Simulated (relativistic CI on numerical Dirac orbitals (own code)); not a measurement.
Energy levels of Xe4+

Computed by Dirac-Coulomb-Breit CI, KLI orbitals optimised for each configuration, model QED (radiative potential, 1s self-energy scaled to tabulated hydrogen-like ionisation energies), valence Slater integrals scaled by 0.85, P86 correlation energy added to each configuration (own radial code, finite nucleus).

Configurations in the expansion (outside the closed core [Kr] 4d10): 5s2 5p2, 5s 5p3, 5s2 5p 5d, 5p4, 5s 5p2 5d, 5s2 5p 5f, 5s2 5p 4f, 5s2 5p 6s, 5s2 5p 5g, 5s2 5p 6p, 5s 5p2 5f, 5s2 4f 5d, 5s 5p2 5g, 5s2 5p 6d, 5s2 5p 7s, 5s 5p2 4f, 5p3 5d, 5s2 5p 7p, 5s 5p2 6s, 5p3 4f, 5s 5p 5d2, 5s 5p2 6p, 5s2 5p 6f, 5s2 5p 7d, 5s2 5p 8s, 5s2 5f 6s, 5s 5p 4f2, 5s2 5p 8p, 5s2 5d2, 5s 5d3, 5s2 4f2, 5s 4f2 5d, 5p2 5d2, 5p 5d3, 5p 5d2 5f, 5p 4f 5d2, 5p 5d2 6s, 5p2 4f2, 5p 4f2 5d, 5p 4f2 5f, 5p 4f3, 5p 4f2 6s, 5s2 5f2, 5s 5d 5f2, 5s2 5g2, 5s 5d 5g2, 5s 5p 4f 5d, 5s 4f 5d2, 5s 4f 5d 5f, 5s 4f 5d 6s, 5s2 5d 5g, 5s 5d2 5g. Double excitations out of closed p, d and f shells are left out; levels of such configurations are missing from the list, as are those of other unlisted configurations, and high levels can miss mixing partners. These lack a partner that the ground configuration has and come out too high: 5s 5p2 5f, 5s 5p2 6s, 5s 5p2 6p, 5s2 5p 5g, 5s2 5p 6p.

The lowest level is 5s2 5p2 3P_0, with 87 % of that term; Hund's rules for 5s2 5p2 give 3P with J = 0, in agreement.

| No. | Configuration | Term | J | E (cm⁻¹) | % | Next component (%) | jj configuration (%) |
| --- | --- | --- | --- | --- | --- | --- | --- |
| 1 | 5s2 5p2 | 3P | 0 | 0.0 | 87 | 10 1S | 5p1/2^2 (90) |
| 2 | 5s2 5p2 | 3P | 1 | 9146.9 | 98 | 1 5s 5p2 5d 3P | 5p1/2 5p3/2 (98) |
| 3 | 5s2 5p2 | 3P | 2 | 13912.6 | 66 | 32 1D | 5p1/2 5p3/2 (86) |
| 4 | 5s2 5p2 | 1D | 2 | 27891.6 | 65 | 32 3P | 5p3/2^2 (86) |
| 5 | 5s2 5p2 | 1S | 0 | 42866.8 | 86 | 10 3P | 5p3/2^2 (89) |
| 6 | 5s 5p3(4S°) | 5S° | 2 | 89895.4 | 94 | 5 3P° | 5s 5p1/2 5p3/2^2 (47) |
| 7 | 5s 5p3(2D°) | 3D° | 1 | 114342.1 | 76 | 10 3P° | 5s 5p3/2 (48) |
| 8 | 5s 5p3(2D°) | 3D° | 2 | 114970.6 | 74 | 12 3P° | 5s 5p1/2 5p3/2^2 (58) |
| 9 | 5s 5p3(2D°) | 3D° | 3 | 118766.6 | 89 | 9 5s2 5p 5d 3D° | 5s 5p1/2 5p3/2^2 (89) |
| 10 | 5s 5p3(2P°) | 3P° | 0 | 131723.5 | 90 | 8 5s2 5p 5d 3P° | 5s 5p1/2 5p3/2^2 (90) |
| 11 | 5s 5p3(2P°) | 3P° | 1 | 133089.9 | 78 | 9 3D° | 5s 5p1/2 5p3/2^2 (65) |
| 12 | 5s 5p3(2P°) | 3P° | 2 | 133862.1 | 52 | 14 1D° | 5s 5p3/2^3 (37) |
| 13 | 5s2 5p 5d | 1D° | 2 | 146010.8 | 36 | 34 5s 5p3 1D° | 5s 5p3/2^3 (34) |
| 14 | 5s2 5p 5d | 3F° | 2 | 157971.9 | 88 | 6 5s 5p3 1D° | 5p1/2 5d3/2 (64) |
| 15 | 5s 5p3(4S°) | 3S° | 1 | 160606.8 | 58 | 33 1P° | 5s 5p1/2 5p3/2^2 (57) |
| 16 | 5s2 5p 5d | 3F° | 3 | 161981.7 | 91 | 3 3D° | 5p1/2 5d5/2 (65) |
| 17 | 5s2 5p 5d | 3F° | 4 | 170753.4 | 97 | 1 5p3 5d 3F° | 5p3/2 5d5/2 (97) |
| 18 | 5s 5p3(2P°) | 1P° | 1 | 172975.2 | 27 | 22 3S° | 5p1/2 5d3/2 (40) |
| 19 | 5s2 5p 5d | 3P° | 2 | 174146.6 | 50 | 22 3D° | 5p1/2 5d5/2 (75) |
| 20 | 5s2 5p 5d | 3D° | 1 | 176584.2 | 50 | 18 5s 5p3 1P° | 5p1/2 5d3/2 (41) |
| 21 | 5s2 5p 5d | 3D° | 2 | 184631.5 | 41 | 28 1D° | 5p3/2 5d3/2 (64) |
| 22 | 5s2 5p 5d | 3P° | 0 | 185186.8 | 88 | 8 5s 5p3 3P° | 5p3/2 5d3/2 (88) |
| 23 | 5s2 5p 5d | 3D° | 3 | 185344.9 | 76 | 7 5s 5p3 3D° | 5p3/2 5d5/2 (40) |
| 24 | 5s2 5p 5d | 3P° | 1 | 186599.3 | 62 | 21 3D° | 5p3/2 5d3/2 (70) |
| 25 | 5s2 5p 5d | 3P° | 2 | 188687.2 | 36 | 22 3D° | 5p3/2 5d5/2 (64) |
| 26 | 5s2 5p 4f | 3G | 3 | 191182.8 | 52 | 39 1F | 5p1/2 4f5/2 (89) |
| 27 | 5s2 5p 4f | 3F | 3 | 193724.3 | 45 | 21 3D | 5p1/2 4f7/2 (82) |
| 28 | 5s2 5p 4f | 3G | 4 | 194783.3 | 50 | 38 3F | 5p1/2 4f7/2 (85) |
| 29 | 5s2 5p 4f | 3F | 2 | 195712.7 | 78 | 11 3D | 5p1/2 4f5/2 (79) |
| 30 | 5s2 5p 5d | 1F° | 3 | 197461.8 | 85 | 8 3D° | 5p3/2 5d5/2 (49) |
| 31 | 5s2 5p 5d | 1P° | 1 | 200516.9 | 35 | 26 5s2 5p 6s 3P° | 5p1/2 6s (46) |
| 32 | 5s2 5p 6s | 3P° | 0 | 201567.9 | 98 | 1 5s 5p2 6p 3P° | 5p1/2 6s (98) |
| 33 | 5s2 5p 4f | 1F | 3 | 204113.9 | 33 | 32 3G | 5p3/2 4f5/2 (80) |
| 34 | 5s2 5p 6s | 3P° | 1 | 204510.2 | 53 | 31 5s2 5p 5d 1P° | 5p1/2 6s (50) |
| 35 | 5s2 5p 4f | 3F | 4 | 205494.0 | 55 | 40 3G | 5p3/2 4f7/2 (60) |
| 36 | 5s2 5p 4f | 3G | 5 | 206209.7 | 94 | 3 5s 5p2 5d 3G | 5p3/2 4f7/2 (94) |
| 37 | 5s2 5p 4f | 3D | 3 | 209328.0 | 69 | 20 3F | 5p3/2 4f7/2 (73) |
| 38 | 5s2 5p 4f | 3D | 2 | 210974.4 | 77 | 15 3F | 5p3/2 4f5/2 (77) |
| 39 | 5s2 5p 4f | 3D | 1 | 212853.9 | 95 | 2 5s 5p2 5d 3D | 5p3/2 4f5/2 (95) |
| 40 | 5s2 5p 6s | 3P° | 2 | 216790.7 | 99 | 1 5s 5p2 6p 3P° | 5p3/2 6s (99) |
| 41 | 5s2 5p 4f | 1G | 4 | 218159.2 | 87 | 5 3G | 5p3/2 4f5/2 (55) |
| 42 | 5s2 5p 4f | 1D | 2 | 220483.7 | 84 | 6 3D | 5p3/2 4f7/2 (78) |
| 43 | 5s2 5p 6s | 1P° | 1 | 220744.8 | 73 | 19 3P° | 5p3/2 6s (91) |
| 44 | 5p4 | 3P | 2 | 233886.7 | 41 | 40 5s 5p2 5d 3P | 5p3/2^2 (47) |
| 45 | 5s2 5p 6p | 3D | 1 | 236600.6 | 62 | 32 1P | 5p1/2 6p1/2 (96) |

Energies count from the lowest computed level; ° marks odd parity. Percentages are summed over parent terms; the parents shown are those of the largest component, closed shells are left out there. Filled j subshells are mostly left out of the jj labels.

The mean weight of the leading LS term, summed over parents, in these 45 levels is 69 %, and that of the leading jj configuration (from the same eigenvectors) 71 %.

At this charge configurations can still be misplaced by up to about 7 % of their energy. Levels and lines within the n = 5 or 6 shells can be off by up to 10 % or somewhat more, and those that change n by about 2 %, since core polarisation is missing. 36 of the 52 excited levels that our extract of the measured tables holds in this range could be paired (the sources list more); they are missed by 4339 cm⁻¹ on average and 11185 at most, and levels without a partner can miss by more.

LS names give the leading component of a level, which can be under half, so a name can repeat, a term be missing and a line seem to break the LS rules.
